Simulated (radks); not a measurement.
The rhodium anion Rh- inside a hard spherical wall (all orbitals vanish at R), configuration held at [Kr] 4d8 5s2 and not refilled when levels cross. Method: scalar-relativistic Kohn-Sham, LDA (Slater exchange, Perdew-Wang correlation), spin-polarised, spherical densities, point nucleus; open shells are filled with parallel spins first (spin-orbit coupling, left out, can overturn this in heavy ions); computed with a radial shooting solver on a logarithmic mesh with Libxc functionals. Eigenvalues in eV for spin up, with the zero of energy where the potential of the charges vanishes at infinity; a dash marks a level that is unbound or too diffuse for the functional's potential to be trusted. A positive occupied level is held by the wall or, in an anion where self-interaction has pushed it up, behind a barrier. The pressure on the wall is -dE/dV.

R (bohr)  E (hartree)  kinetic (hartree)    e(4s)    e(4p)   e(4d)   e(5s)  e(5p, empty)  e(6s, empty)  pressure (GPa)
10        -4779.58273           4948.681  -76.674  -44.646  -0.210   0.921         3.841         5.866          0.0768
8         -4779.56809           4948.748  -76.059  -44.029   0.389   1.492         4.953         9.320           0.519
7         -4779.54607           4948.841  -75.412  -43.382   1.005   2.125         6.023        12.695            1.56
5         -4779.34616           4949.623  -71.920  -39.936   4.204   5.932        11.621        29.881            22.6
2.5       -4773.35465           4970.429  -40.671   -9.676  35.953  64.665        83.038        205.21            4180
2         -4762.85768           5005.012  -13.076   18.939  69.531  141.68        167.79        383.43           21300
1.5       -4723.46708           5120.562   61.474   99.928  163.09  368.87        404.22        843.82          157000
